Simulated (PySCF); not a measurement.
Work out the structure from these simulated measurements.

Formula: C5H6Cl2O2.

- 13C NMR: chemical shifts (computed TMS as zero) by class: 164.7 (1 C), 71.4 (1 C), 63.8 (1 C), 59.0 (1 C), 37.4 (1 C) ppm [GIAO PBE0/pcSseg-1]
- 1H NMR: chemical shifts (computed TMS as zero) by class: 4.40 (1 H), 4.14 (1 H), 3.83 (1 H), 3.81 (1 H), 3.00 (1 H), 2.61 (1 H) ppm [GIAO PBE0/pcSseg-1]
- Rotational structure: rotational constants A, B, C: 1.607, 0.959, 0.740 GHz [PBE0-D3(BJ)/def2-SVP]
- UV, strongest line: among the 10 lowest singlet transitions: S10 at 7.49 eV (166 nm, f = 0.032) [TDDFT B3LYP/def2-SVPD]
- NMR, other nuclei: isotropic shieldings of nuclei other than C and H, by class: -131 (1 O), 141 (1 O), 754 (1 Cl), 835 (1 Cl) ppm [GIAO PBE0/pcSseg-1]
- Valence photoelectron: vertical ionisation energy: 10.22 eV [ΔSCF B3LYP/def2-SVPD]
- XPS: Cl2p3/2 206.3, Cl2p3/2 206.4, C1s 291.8, C1s 293.2, C1s 293.2, C1s 293.4, C1s 295.0, O1s 537.8, O1s 539.8, Cl1s 2828.9, Cl1s 2829.0 eV [ΔSCF SCAN, pcX-2 on the ionised atom, pcseg-1 elsewhere, spin-free X2C, 2p3/2 from a spin–orbit splitting computed afterwards within the 2p shell]
- UV, first state: lowest singlet excitation: 5.57 eV (222 nm, f = 0.001) [TDDFT B3LYP/def2-SVPD]
- Triplet: lowest triplet excitation (Tamm–Dancoff): 5.08 eV [TDA B3LYP/def2-SVPD]

The electronic properties come from PySCF, for the isolated species, density fitting. Levels stand in brackets. One conformer (not necessarily the lowest) at the PBE0-D3(BJ)/def2-SVP geometry, without solvent, vibrations or thermal averaging. NMR values are class means; diastereotopic atoms form classes of their own.

**Question.** What is the compound? Reason from the data.

**Answer.** Numbering: `[O:1]=[C:2]1[CH2:3][C@@H:4]([Cl:5])[C@@H:6]([Cl:7])[CH2:8][O:9]1`. Its formula, C5H6Cl2O2, gives 2 degrees of unsaturation: 1 ring and 1 π bond in the structure found. 5 carbons fall into 5 classes; from least to most shielded: ester carbonyl carbon [C2] (164.7 ppm), ring sp3 carbon bound to oxygen [C8] (71.4 ppm), sp3 C–Cl carbon [C6] (63.8 ppm), sp3 C–Cl carbon [C4] (59.0 ppm), sp3 carbon next to a carbonyl [C3] (37.4 ppm). Hydrogen classes from least to most shielded: 1 H on an sp3 carbon bound to oxygen, C8 (4.40 ppm), 1 H on an sp3 carbon bound to oxygen, C8 (4.14 ppm), 1 H on an sp3 C–Cl carbon, C4 (3.83 ppm), 1 H on an sp3 C–Cl carbon, C6 (3.81 ppm), 1 H on an sp3 carbon next to a carbonyl, C3 (3.00 ppm), 1 H on an sp3 carbon next to a carbonyl, C3 (2.61 ppm). The other shieldings belong to: -131 ppm, ester carbonyl oxygen [O1]; 141 ppm, ester single-bonded oxygen [O9]; 754 ppm, alkyl chlorine [Cl5]; 835 ppm, alkyl chlorine [Cl7]. The core levels belong to: Cl2p3/2 206.3 eV, alkyl chlorine [Cl5]; Cl2p3/2 206.4 eV, alkyl chlorine [Cl7]; C1s 291.8 eV, sp3 carbon next to a carbonyl [C3]; C1s 293.2 eV, sp3 C–Cl carbon [C4]; C1s 293.2 eV, sp3 C–Cl carbon [C6]; C1s 293.4 eV, sp3 carbon bound to oxygen [C8]; C1s 295.0 eV, ester carbonyl carbon [C2]; O1s 537.8 eV, ester carbonyl oxygen [O1]; O1s 539.8 eV, ester single-bonded oxygen [O9]; Cl1s 2828.9 eV, alkyl chlorine [Cl5]; Cl1s 2829.0 eV, alkyl chlorine [Cl7]. S1 is mainly HOMO→LUMO (weight 0.76); the largest Löwdin shares of the orbital it empties are 0.61 on the ester carbonyl oxygen, 0.10 on the ester carbonyl carbon, 0.09 on an alkyl chlorine and 0.09 on the sp3 carbon next to a carbonyl, of the orbital it fills 0.22 on the ester carbonyl carbon, 0.16 on the ester carbonyl oxygen, 0.13 on an alkyl chlorine and 0.09 on the ester single-bonded oxygen. The optimised geometry has point group C1 and is an asymmetric top. Structure: `O=C1C[C@@H](Cl)[C@@H](Cl)CO1`. The assignments are read from this structure; whether some other isomer fits the data as well wasn't checked. The mirror image fits equally.
